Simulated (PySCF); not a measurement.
**Computed structure and properties of Tl(OH)3(NH3)**

System: Tl(OH)3(NH3) (singlet); start: template (C1). Method: PySCF 2.14.0, RKS PBE0, Tl def2-SVP with ECP60, O def2-SVP, H def2-SVP, N def2-SVP; non-relativistic Hamiltonian with scalar-relativistic core potentials where named; density fitting; no spin-orbit coupling.

Input of the relaxation:

```python
mol = gto.M(atom='''
Tl     0.01252    -0.01161     0.00978
O      1.14552     1.12139     1.14278
H      1.66512     1.39349     1.90988
O     -1.12048    -1.14461     1.14278
H     -1.64008    -1.41671     1.90988
O      1.14552    -1.14461    -1.12322
H      1.66512    -1.91171    -1.39532
N     -1.30958     1.31049    -1.31232
H     -1.92278     1.92369    -0.77532
H     -0.77258     1.92369    -1.92552
H     -1.92278     0.77349    -1.92552''',
    basis={'Tl': 'def2-SVP', 'O': 'def2-SVP', 'H': 'def2-SVP', 'N': 'def2-SVP'},
    ecp={'Tl': 'def2-SVP'},
    charge=0, spin=0)
mf = dft.RKS(mol, xc='PBE0')
mf.grids.atom_grid = (50, 194)
mf = mf.density_fit()  # fitting sets: Tl def2-universal-JKFIT, O def2-universal-JKFIT, H def2-universal-JKFIT, N def2-universal-JKFIT
mf.conv_tol = 1e-08; mf.max_cycle = 55
mf.kernel(dm0)  # dm0: converged density of the start geometry
# quasi-Newton relaxation in Cartesian coordinates to a largest gradient under 0.00045 Eh/bohr, steps kept in the point group
```

Run from Python with OMP_NUM_THREADS=2; the lines above give its settings. Where DIIS fails, smearing, a level shift and second-order steps follow.
It took 4.5 min on 2 threads of Arm Neoverse V1, on a shared host, from the converged density of the start.

Course of the relaxation:

```json
{"step": "0", "energy above end (eV)": "2.5509", "largest force component within the symmetry (eV/Å)": "2.449"}
{"step": "1", "energy above end (eV)": "1.8972", "largest force component within the symmetry (eV/Å)": "1.505"}
{"step": "2", "energy above end (eV)": "0.9614", "largest force component within the symmetry (eV/Å)": "1.525"}
{"step": "3", "energy above end (eV)": "0.6603", "largest force component within the symmetry (eV/Å)": "2.294"}
{"step": "4", "energy above end (eV)": "0.3600", "largest force component within the symmetry (eV/Å)": "0.922"}
{"step": "5", "energy above end (eV)": "0.2071", "largest force component within the symmetry (eV/Å)": "0.848"}
{"step": "6", "energy above end (eV)": "0.1564", "largest force component within the symmetry (eV/Å)": "0.466"}
{"step": "7", "energy above end (eV)": "0.1253", "largest force component within the symmetry (eV/Å)": "0.662"}
{"step": "51", "energy above end (eV)": "0.0005", "largest force component within the symmetry (eV/Å)": "0.022"}
{"step": "52", "energy above end (eV)": "0.0003", "largest force component within the symmetry (eV/Å)": "0.016"}
{"step": "53", "energy above end (eV)": "0.0002", "largest force component within the symmetry (eV/Å)": "0.022"}
{"step": "54", "energy above end (eV)": "0.0002", "largest force component within the symmetry (eV/Å)": "0.023"}
{"step": "55", "energy above end (eV)": "0.0001", "largest force component within the symmetry (eV/Å)": "0.019"}
{"step": "56", "energy above end (eV)": "0.0000", "largest force component within the symmetry (eV/Å)": "0.017"}
```
(The steps between are left out.)

Relaxed geometry (C1):

```xyz
11

Tl    0.1492   -0.2948    0.1790
O     0.5099    1.4732    1.2732
H     1.4634    1.5650    1.3945
O    -1.3893   -1.5565    0.8386
H    -1.5653   -1.3031    1.7541
O     1.5741   -0.9234   -1.2165
H     1.4311   -1.8694   -1.3489
N    -1.1840    1.2324   -1.1946
H    -0.9661    2.0938   -0.6905
H    -0.8886    1.3291   -2.1642
H    -2.1890    1.0708   -1.1668
```

```json
{"contact": "Tl1–O2 (OH)", "Å": "2.110"}
{"contact": "Tl1–O4 (OH)", "Å": "2.096"}
{"contact": "Tl1–O6 (OH)", "Å": "2.091"}
{"contact": "Tl1–N8 (NH3)", "Å": "2.449"}
```

On the finer grid (75, 302):

```yaml
HOMO: -7.41 eV
LUMO: -1.65 eV
Dipole_about_the_centre_of_mass: 2.90 D
Set_of_Mulliken_populations_of_Tl1_outside_the_core_potential: s 3.02, p 7.09, d 10.21
D3_BJ_dispersion_energy_not_in_the_energies: -0.166 eV
```

```json
{"atom": "Tl1", "Mulliken (e)": "0.68", "Löwdin (e)": "0.38", "spin (e)": "0.00"}
{"atom": "O2", "Mulliken (e)": "-0.50", "Löwdin (e)": "-0.31", "spin (e)": "0.00"}
{"atom": "H3", "Mulliken (e)": "0.18", "Löwdin (e)": "0.07", "spin (e)": "0.00"}
{"atom": "O4", "Mulliken (e)": "-0.48", "Löwdin (e)": "-0.29", "spin (e)": "0.00"}
{"atom": "H5", "Mulliken (e)": "0.19", "Löwdin (e)": "0.07", "spin (e)": "0.00"}
{"atom": "O6", "Mulliken (e)": "-0.48", "Löwdin (e)": "-0.29", "spin (e)": "0.00"}
{"atom": "H7", "Mulliken (e)": "0.19", "Löwdin (e)": "0.07", "spin (e)": "0.00"}
{"atom": "N8", "Mulliken (e)": "-0.26", "Löwdin (e)": "0.02", "spin (e)": "0.00"}
{"atom": "H9", "Mulliken (e)": "0.17", "Löwdin (e)": "0.10", "spin (e)": "0.00"}
{"atom": "H10", "Mulliken (e)": "0.16", "Löwdin (e)": "0.09", "spin (e)": "0.00"}
{"atom": "H11", "Mulliken (e)": "0.16", "Löwdin (e)": "0.09", "spin (e)": "0.00"}
```

On the grid (50, 194), as all that follows. Harmonic modes: a minimum within the noise of the softest modes; lowest 27 cm⁻¹ (negative: unstable), highest 3872 cm⁻¹, zero-point energy 2.070 eV.

Taking off one OH (charge -1, singlet; the rest: singlet) in vacuum, both parts rigid, costs 10.55 eV; the small basis without counterpoise inflates it. Most of it is the attraction of opposite charges; other ways to part are cheaper, and one spin state was tried for the rest.

Rigid scan of OH along the line from its metal:

distance to O2 (Å), energy (eV) and a bar:
```
     1.81      1.161 ###########
     1.91      0.437 ####
     2.01      0.092 #
     2.11      0.000 
     2.21      0.068 #
     2.31      0.239 ##
     2.51      0.729 #######
     2.81      1.544 ##############
     3.21      2.475 ######################
     3.71      3.312 ##############################
```

Taking off one NH3 (charge 0, singlet; the rest: singlet) in vacuum, both parts rigid, costs 1.08 eV; the small basis without counterpoise inflates it.

Rigid scan of NH3 along the line from its metal:

```json
{"distance to N8 (Å)": "2.15", "energy (eV)": "0.335"}
{"distance to N8 (Å)": "2.25", "energy (eV)": "0.126"}
{"distance to N8 (Å)": "2.35", "energy (eV)": "0.027"}
{"distance to N8 (Å)": "2.45", "energy (eV)": "0.000"}
{"distance to N8 (Å)": "2.55", "energy (eV)": "0.020"}
{"distance to N8 (Å)": "2.65", "energy (eV)": "0.069"}
{"distance to N8 (Å)": "2.85", "energy (eV)": "0.205"}
{"distance to N8 (Å)": "3.15", "energy (eV)": "0.419"}
{"distance to N8 (Å)": "3.55", "energy (eV)": "0.645"}
{"distance to N8 (Å)": "4.05", "energy (eV)": "0.828"}
```

One start shape was tried, so this needn't be the lowest isomer.
